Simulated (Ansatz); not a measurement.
Reaction (ligand exchange at the Si–N bond): `[OH][GeH2][NH][SiH3]` + `C=C=C(O)Cl` → `C=C=C(Cl)O[SiH3]` + `[NH2][GeH2][OH]`

Gas-phase electronic energies from Ansatz, PBE0-D4/def2-TZVP geometries. CCSD(T)/CBS is the MP2 limit (def2-TZVPP, def2-QZVPP) plus CCSD(T) − MP2 in def2-TZVPP, frozen cores. Functionals use def2-TZVPP. B3LYP here is the variant with VWN-RPA as its local correlation; programs differ in this. For Ge outer-core shells are correlated without core-valence functions, which leaves a few kJ/mol of doubt a bond. Scalar relativity is left out up to krypton. One conformer a species, not always the lowest.

```
             level  ΔE (kJ/mol)  difference from CCSD(T)/CBS
            PBE-D4        -17.2                          3.9
         r2SCAN-D4        -21.4                         -0.3
           PBE0-D4        -17.4                          3.7
          B3LYP-D4        -23.3                         -2.2
           ωB97X-V        -20.6                          0.5
           ωB97M-V        -20.1                          1.0
            B2PLYP        -22.4                         -1.3
               PBE        -16.7                          4.4
            r2SCAN        -21.2                         -0.1
              PBE0        -16.8                          4.3
             B3LYP        -22.4                         -1.3
     HF/def2-TZVPP        -24.9                         -3.8
    MP2/def2-TZVPP        -21.1                          0.0
SCS-MP2/def2-TZVPP        -22.2                         -1.1
   CCSD/def2-TZVPP        -20.1                          1.0
CCSD(T)/def2-TZVPP        -19.6                          1.5
     HF/def2-QZVPP        -25.7                         -4.6
    MP2/def2-QZVPP        -22.2                         -1.1
SCS-MP2/def2-QZVPP        -23.1                         -2.0
      HF/CBS(def2)        -25.8                         -4.7
     MP2/CBS(def2)        -22.6                         -1.5
    CCSD/CBS(def2)        -21.6                         -0.5
       CCSD(T)/CBS        -21.1                            0
```

Largest T1 diagnostic among the species: 0.012.

In def2-TZVPP, CCSD(T) changes the Hartree–Fock value by +5.4 kJ/mol (the triples alone add +0.6 kJ/mol) and MP2 by +3.8 kJ/mol.
